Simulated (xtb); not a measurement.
sulfur trioxide (O$_{3}$S), singlet, at a GFN2-xTB geometry. Base run: GFN2-xTB (xtb 6.7.1).

Geometry (Å):
```xyz
4

O     -0.6918    -1.2368    -0.0460
S      0.0000     0.0000     0.0000
O     -0.7251     1.2184    -0.0021
O      1.4169     0.0184     0.0481
```
All else is at xtb's defaults.
Base energy -15.40046 Eh.

Variants of this job, named by their change:

```json
[
 {"change": "base", "ΔE vs base (kcal/mol)": "0.000", "HOMO-LUMO gap (eV)": "4.45", "G_solv (kcal/mol)": "-", "SCF cycles": "10"},
 {"change": "alpb = ether", "ΔE vs base (kcal/mol)": "(withheld)", "HOMO-LUMO gap (eV)": "4.48", "G_solv (kcal/mol)": "(withheld)", "SCF cycles": "10"},
 {"change": "gbsa = acetonitrile", "ΔE vs base (kcal/mol)": "-4.60", "HOMO-LUMO gap (eV)": "4.48", "G_solv (kcal/mol)": "-4.75", "SCF cycles": "10"},
 {"change": "etemp = 1000", "ΔE vs base (kcal/mol)": "0.000", "HOMO-LUMO gap (eV)": "4.45", "G_solv (kcal/mol)": "-", "SCF cycles": "10"},
 {"change": "file = coord", "ΔE vs base (kcal/mol)": "0.000", "HOMO-LUMO gap (eV)": "4.45", "G_solv (kcal/mol)": "-", "SCF cycles": "10"},
 {"change": "etemp = 10000", "ΔE vs base (kcal/mol)": "-9.83", "HOMO-LUMO gap (eV)": "4.65", "G_solv (kcal/mol)": "-", "SCF cycles": "10"}
]
```

Question: Fill in the missing entries.

Answer: 
- alpb = ether, ΔE vs base (kcal/mol): -3.76
- alpb = ether, G_solv (kcal/mol): -3.92

ALPB and GBSA are two models with their own fitted parameters for each solvent, which aren't always the measured dielectric constant.
